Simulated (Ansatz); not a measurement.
Relaxation of CH6ClNSi2 (11 atoms, charge 0, multiplicity 1), to a largest force component of 0.02 eV/Å in at most 50 steps.

These are results of RKS r2SCAN/def2-SVP (Ansatz), not measurements.

```xyz
11
Properties=species:S:1:pos:R:3
Si -1.649 0.177 0.864
N -0.404 1.289 0.466
C 0.657 0.930 -0.145
Si 1.357 -0.736 -0.782
Cl 1.828 2.209 -0.413
H -2.824 1.006 1.426
H -2.079 -0.462 -0.392
H -0.734 2.014 1.134
H 0.992 -1.823 0.232
H 2.752 -0.777 -1.011
H 0.587 -1.105 -2.030
```

Question: Where does it end, and by what steps?

Answer: The forces met the threshold. After 14 steps the energy has fallen by 1.363 eV; H6 moved furthest, 0.91 Å.

| step | energy less start (eV) | largest force component (eV/Å) | accepted |
| --- | --- | --- | --- |
| 0 | 0.0000 | 3.706 | yes |
| 1 | -0.8778 | 1.549 | yes |
| 2 | -1.2383 | 0.755 | yes |
| 3 | -1.2852 | 0.516 | yes |
| 4 | -1.3341 | 0.430 | yes |
| 5 | -1.3452 | 0.242 | yes |
| 6 | -1.3500 | 0.219 | yes |
| 7 | -1.3577 | 0.114 | yes |
| 8 | -1.3583 | 0.200 | yes |
| 9 | -1.3616 | 0.052 | yes |
| 10 | -1.3617 | 0.083 | yes |
| 11 | -1.3624 | 0.037 | yes |
| 12 | -1.3628 | 0.035 | yes |
| 13 | -1.3631 | 0.025 | yes |
| 14 | -1.3631 | 0.012 | yes |

```xyz
11
Properties=species:S:1:pos:R:3
Si -1.801 0.148 1.113
N -0.402 1.231 0.553
C 0.748 0.951 -0.007
Si 1.145 -0.711 -0.821
Cl 2.020 2.146 0.089
H -2.881 1.032 0.522
H -1.627 -0.911 0.039
H -0.463 2.189 0.918
H 1.132 -1.783 0.218
H 2.501 -0.582 -1.419
H 0.110 -0.987 -1.855
```

The run took 43 s on 2 threads of Intel(R) Xeon(R) Platinum 8488C (Sapphire Rapids) (shared host), peak memory 0.19 GiB.
